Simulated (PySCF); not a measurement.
## Ionisation energy of Kr by level of theory

Kr [Kr] → Kr+ [Ar] 3d10 4s2 4p5 [4p1/2^2 4p3/2^3, M_J = 3/2], as a difference of total energies. Computed with PySCF 2.14 in x2c-QZVPPall-2c (11s10p5d4f1g, 103 functions), with the two-component X2C-1e Hamiltonian. Correlated levels: [Ne] frozen; the 8 highest virtual spinors dropped. "Screened" scales the spin-orbit matrix elements by Boettger's factors to mimic the two-electron term; Breit and QED terms are absent.

Question: Order these methods by the ionisation energy they give, lowest first.
A. GMP2 (screened spin-orbit)
B. GMP2 (spin-free)
C. GHF (screened spin-orbit)
D. GHF (spin-free)

Answer: C (12.949 eV), D (13.173 eV), A (13.953 eV), B (14.178 eV).

The spin-free rows lack the spin-orbit shift.

Errors of the correlated levels include the incompleteness of this basis and the frozen core.

For comparison: 14.000 eV (measured; NIST Atomic Spectra Database, ionization energies).
